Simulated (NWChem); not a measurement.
# C4H4BrF; SMILES C#C[C@@H](F)CBr

```xyz
10

C     -0.7731    -3.5701    -0.0285
C     -0.2904    -2.4733     0.1374
C      0.2652    -1.1332     0.3401
F      1.5692    -1.0892    -0.0783
C     -0.5542    -0.1107    -0.4270
Br     0.0537     1.6950    -0.0921
H     -1.1933    -4.5489    -0.1743
H      0.2466    -0.8906     1.4179
H     -0.4662    -0.2915    -1.5061
H     -1.6089    -0.1636    -0.1302
```
Atoms are numbered in this order, from 1.

All runs use the structure optimised with PBE0/def2-SVP.

Spin-orbit effects, on the heavy nuclei and on their neighbours, are missing.

**Question.** Give the principal values of the shielding tensors (ppm) of C1, C2, C3, F4, C5 from KT2/pcSseg-1, GIAO (NWChem), with their diamagnetic and paramagnetic parts as GIAO splits them.

**Answer.** 
```
atom    σ11    σ22    σ33  isotropic  diamagnetic  paramagnetic
----  -----  -----  -----  ---------  -----------  ------------
C1     43.4   48.3  228.1      106.6        256.4        -149.8
C2     13.8   16.0  295.8      108.5        257.0        -148.5
C3     75.9   91.1  132.1       99.7        244.3        -144.6
F4    336.1  361.6  380.6      359.4        478.3        -118.9
C5    110.4  142.5  159.6      137.5        248.4        -110.9
```
